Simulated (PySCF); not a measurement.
Planning a geometry optimisation on InMe2(CCH), `[CH3][In]([CH3])[C]#C`.

Method: PBE0-D3(BJ)/def2-SVP geometry optimisation, gas phase, def2 core potentials past Kr (PySCF 2.14.0). Work: geometry optimisation from a GFN2-xTB start shaken at random, density fitting. The input is one job of a driver script: a line of settings, then coordinates in Å.

Input:
```
{"job": {"xc": "PBE0", "basis": "def2-SVP", "d3": "d3bj", "grid": 1, "maxiter": 30, "shake": 0.03, "kind": "geom"}, "charge": 0, "multiplicity": 1}
In     0.080010    -0.039420     0.010380
C      2.233340    -0.067180    -0.019340
H      2.573800     0.376970     0.882450
H      2.731090     0.527710    -0.867400
H      2.583600    -1.104090    -0.123430
C     -1.169770     1.951630    -0.005840
H     -0.950540     2.469200    -0.928620
H     -0.784070     2.577360     0.817570
H     -2.227930     1.747890     0.157760
C     -1.076470    -1.841850     0.039210
C     -1.698220    -2.887670     0.043120
H     -2.179370    -3.793320     0.045120
```

Hardware: Intel Xeon Platinum 8488C, one thread, shared host with 192 logical CPUs at a one-minute load of 64. PySCF's memory limit was set to 2320 MB.

How large is the basis?

117 functions.

Estimate the wall time.

About 43 s. The run took 7 energy-and-gradient evaluations and 48 SCF cycles, 6.1 s an evaluation on average.

How much memory does it need at the peak?

About 0.48 GiB. Peak memory is the resident size of the whole Python process, interpreter and libraries included.

At this speed, how long would 20000 such jobs take on 32 cores, one job a core?

20000/32 gives 625 rounds of 43 s, about 7.5 h of wall time and 240 core-hours, if the jobs don't slow each other.

The output:
```
step   0  E = -346.36104620  max force = 0.045828
step   1  E = -346.37275675  max force = 0.004759
step   2  E = -346.37380368  max force = 0.006147
step   3  E = -346.37407182  max force = 0.002053
step   4  E = -346.37411822  max force = 0.000540
step   5  E = -346.37412737  max force = 0.000481
step   6  E = -346.37413214  max force = 0.000278
optimisation converged
```

Energies in Eh; «max force» is the largest Cartesian gradient component in Eh/bohr.

The host was shared with other jobs, so the times are rough.

The run converged: final energy -346.37413 Eh after 6 steps; dipole 1.14 D.
